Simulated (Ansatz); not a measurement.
Isolated molecules relaxed with PBE0-D4/def2-TZVP in Ansatz; ΔE leaves out vibrations. CCSD(T)/CBS is the MP2 limit (def2-TZVPP, def2-QZVPP) plus CCSD(T) − MP2 in def2-TZVPP, frozen cores. This one scheme is used for every species. DFT in def2-TZVPP. One conformer a species, not always the lowest.

`C=C=C([SiH3])CCl` + fluoromethane → `FCCCl` + `C=C=C[SiH3]`  (formal exchange of groups at a C–C bond)

```json
{"level": "ωB97M-V", "ΔE (eV)": "-0.11"}
{"level": "r2SCAN", "ΔE (eV)": "-0.12"}
```

**Question.** What does CCSD(T)/CBS give? (Estimate.)

**Answer.** Computed: -0.08 eV. The listed levels differ from it by -0.03, -0.04 eV.

Largest T1 diagnostic among the species: 0.012.

The D4 term adds +0.09 eV with B3LYP and +0.06 eV with PBE0; it sums over pairs of atoms, weighted by their polarisabilities, and B3LYP, whose exchange is more repulsive, gets the larger term. In def2-TZVPP, CCSD(T) changes the Hartree–Fock value by +0.12 eV (the triples alone add +0.03 eV) and MP2 by +0.18 eV.

B3LYP here is the variant with VWN-RPA as its local correlation; programs differ in this.
